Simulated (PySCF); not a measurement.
Species: C5H4F2.
Geometry (PBE0-D3(BJ)/def2-SVP, Å), atoms numbered from 1 in this order:
```
atom  x, y, z in Å
C1     2.464    0.013   -0.006
C2     1.023    0.124   -0.121
C3    -0.184    0.217   -0.220
C4    -1.590    0.332   -0.341
F5    -2.045    1.222   -1.232
C6    -2.495   -0.370    0.355
F7    -2.129   -1.269    1.254
H8     2.962    0.635   -0.767
H9     2.794   -1.027   -0.150
H10    2.811    0.347    0.984
H11   -3.573   -0.247    0.227
```

Method used: PBE0-D3(BJ)/def2-SVP geometry optimisation, gas phase in PySCF 2.14.0.

Take the most abundant isotopes and a rigid rotor. 

(1) Give the principal moments of inertia and the rotational constants in MHz.

(2) What kind of rotor is it?

(3) What does the inertial defect say?

(4) Give the other two planar moments, Paa and Pbb, and the rms extents of the mass along the axes.

(5) Where do the levels up to J = 5 lie, in cm⁻¹?

(6) Which types of transition are allowed, and where do some lines up to J = 3 fall?

Results:

(1) Ia = 126.64, Ib = 328.53, Ic = 451.97 u·Å²; 505379 MHz·u·Å²/I gives A = 3991, B = 1538, C = 1118 MHz.

(2) An asymmetric top: κ = (2 × 1538 − 3991 − 1118)/(3991 − 1118) = -0.71.

(3) Not planar: Δ = Ic − Ia − Ib = -3.20 u·Å². For a rigid frame Δ = −2 Σ m c², so Σ m c² = 1.60 u·Å² lies off the ab plane, practically all of it from hydrogen. The atom farthest from that plane is 0.94 Å away.

(4) Paa = Σ m a² = (Ib + Ic − Ia)/2 = 326.93 and Pbb = Σ m b² = (Ia + Ic − Ib)/2 = 125.04 u·Å². With the mass M = 102.03 u, the rms extents √(P/M) along a, b and c are 1.79, 1.11, 0.13 Å.

(5) Above 0(0,0):
J = 1: 1(0,1) 0.0886, 1(1,1) 0.1704, 1(1,0) 0.1844
J = 2: 2(0,2) 0.2642, 2(1,2) 0.3336, 2(1,1) 0.3757, 2(2,1) 0.6211, 2(2,0) 0.6227
J = 3: 3(0,3) 0.5236, 3(1,3) 0.5775, 3(1,2) 0.6614, 3(2,2) 0.8869, 3(2,1) 0.8950, 3(3,1) 1.3319, 3(3,0) 1.3321
J = 4: 4(0,4) 0.8627, 4(1,4) 0.9009, 4(1,3) 1.0402, 4(2,3) 1.2401, 4(2,2) 1.2634, 4(3,2) 1.6894, 4(3,1) 1.6902, 4(4,1) 2.3084, 4(4,0) 2.3084
J = 5: 5(0,5) 1.2780, 5(1,5) 1.3029, 5(1,4) 1.5097, 5(2,4) 1.6794, 5(2,3) 1.7306, 5(3,3) 2.1369, 5(3,2) 2.1403, 5(4,2) 2.7551, 5(4,1) 2.7552, 5(5,1) 3.5510, 5(5,0) 3.5510
Those of J = 1 are B + C, A + C and A + B.

(6) The dipole components are |μa| = 1.39 D, |μb| = 0.45 D, |μc| = 0.00 D. Intensities carry the squares of the components, which stand as 1.00 : 0.11 : 0.00 (a : b : c). Some of the stronger lines:

```tsv
type	branch	J(Ka,Kc)	MHz	lower level (cm⁻¹)
a	Q	1(1,0) ← 1(1,1)	420	0.170
b	R	3(1,2) ← 2(2,1)	1209	0.621
a	Q	2(1,1) ← 2(1,2)	1260	0.334
a	Q	3(1,2) ← 3(1,3)	2517	0.577
a	R	1(0,1) ← 0(0,0)	2656	0.000
b	Q	1(1,0) ← 1(0,1)	2873	0.089
b	Q	2(1,1) ← 2(0,2)	3342	0.264
b	Q	3(1,2) ← 3(0,3)	4133	0.524
a	R	2(1,2) ← 1(1,1)	4893	0.170
b	R	1(1,1) ← 0(0,0)	5109	0.000
b	R	3(0,3) ← 2(1,2)	5694	0.334
a	R	2(1,1) ← 1(1,0)	5733	0.184
b	Q	3(2,1) ← 3(1,2)	7003	0.661
a	R	3(0,3) ← 2(0,2)	7776	0.264
a	R	3(2,2) ← 2(2,1)	7969	0.621
b	Q	2(2,1) ← 2(1,2)	8618	0.334
b	Q	3(3,0) ← 3(2,1)	13103	0.895
b	Q	3(3,1) ← 3(2,2)	13342	0.887
b	R	2(2,0) ← 1(1,1)	13560	0.170
b	R	3(2,2) ← 2(1,1)	15327	0.376
b	R	3(3,1) ← 2(2,0)	21262	0.623
```

Stationary, but not proved a minimum. No vibrational averaging or centrifugal distortion is included, and the geometry carries the error of its method. A rigid rotor knows nothing of internal rotation, which can split or shift real lines.
